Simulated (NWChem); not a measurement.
System: CH7Si2, doublet; SMILES [SiH3][CH][SiH3]

Results from NWChem. Spin-unrestricted. In the optimisation the excess spin sits in b (C2, its own frame). The geometry was optimised at B3LYP/6-31G* (spherical d), spin-unrestricted. No stability test was run on the SCF state. Solvent water, SMD (1 M gas to 1 M solution), gas-phase geometry. Reactions with the solvent are ignored.

**Question.** What does the run give for B3LYP/STO-3G? Quantities: solvation free energy (kcal/mol); cavity-dispersion-structure term (kcal/mol); dipole in solution (D).

**Answer.** 
```json
{
 "solvation free energy (kcal/mol)": "3.8",
 "cavity-dispersion-structure term (kcal/mol)": "4.2",
 "dipole in solution (D)": "0.28"
}
```
